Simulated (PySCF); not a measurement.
Cartesian coordinates (Å):
```xyz
7

W      0.0000     0.0003     0.0002
F      0.9540    -1.5695    -0.3051
F     -0.6844    -0.7211     1.5739
F      0.6845     0.7221    -1.5732
F     -0.9547     1.5697     0.3046
F     -1.4453    -0.6950    -0.9461
F      1.4455     0.6944     0.9470
```
Charge 0, spin multiplicity 1.

Q: What total energy, dipole moment, LUMO, HOMO and charge on the central atom (Mulliken) does TPSSh-D3(BJ)/def2-TZVP // BP86-D3(BJ)/def2-SVP (PySCF 2.14.0) give?

A: 
- total energy = -666.7044 Ha
- dipole moment = 0.00 D
- LUMO = -5.22 eV
- HOMO = -11.63 eV
- charge on the central atom (Mulliken) = 1.74 e
